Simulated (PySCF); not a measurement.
## Bond length, frequency and bond energy of MgI by level of theory

State: ²Σ⁺ (doublet), unpaired electrons σ ↑. Set-up: basis Mg def2-SVP, I def2-SVP with ECP28; scalar-relativistic core potentials; PySCF 2.14. De refers to Mg + I in their high-spin ground configurations, without counterpoise correction. The functionals are run spin-unrestricted. A positive dipole means Mg(−)I(+).

| Level | Re (Å) | ωe (cm⁻¹) | De (eV) | μ (D) |
| --- | --- | --- | --- | --- |
| UHF | 2.626 | 309 | 1.95 | -3.66 |
| UHF-MP2 | 2.616 | 316 | 2.29 | n/a |
| UHF-SCS-MP2 | 2.620 | 313 | 2.09 | n/a |
| UHF-CCSD | 2.620 | 313 | 1.93 | n/a |
| UHF-CCSD(T) | 2.621 | 312 | 1.98 | n/a |
| PBE | 2.629 | 294 | 2.27 | -3.02 |
| PBEsol | 2.613 | 300 | 2.46 | -3.06 |
| r²SCAN | 2.614 | 305 | 2.53 | -3.31 |
| PBE0 | 2.612 | 304 | 2.29 | -3.27 |
| BHandHLYP | 2.610 | 306 | 2.05 | -3.47 |
| CAM-B3LYP | 2.603 | 307 | 2.07 | -3.32 |
| B2PLYP | 2.618 | 305 | 2.11 | -3.47 |

Question: Which functional lies closest to UHF-CCSD(T) in De, which farthest, and by how much do they differ from it?

Answer: Closest is BHandHLYP (-1.1 pm in Re, -1.9 % in ωe, +0.07 eV in De against UHF-CCSD(T) in the same basis), farthest r²SCAN (-0.7 pm in Re, -2.2 % in ωe, +0.55 eV in De). CCSD(T) converges more slowly with the basis than the functionals do and binds too weakly in this one, so the order can change at the basis-set limit.

Question: What does the step from GGA to meta-GGA do here, going from PBE to r²SCAN?

Answer: r²SCAN less PBE: -1.5 pm in Re, +3.7 % in ωe, +0.26 eV in De. 

Question: What does second-order correlation do here, going from UHF to UHF-MP2?

Answer: UHF-MP2 less UHF: -1.0 pm in Re, +2.3 % in ωe, +0.34 eV in De. Correlation nearly always deepens the well. The bond shortens, as in weak, metallic or heavy-atom bonds, where dispersion and the correlation of outer-core electrons pull the atoms together.

Correlated steps freeze 5 core orbitals. Correlated levels converge slowly with the basis: in double zeta they bind strong bonds too weakly, by up to about 1 eV, and carry superposition errors of some tenths. Spin–orbit coupling is left out, which matters for elements this heavy, above all for dissociation energies. B2PLYP dipoles, levels and charges come from its SCF part alone. The state was picked by a PBE0 search and need not be the measured ground state.
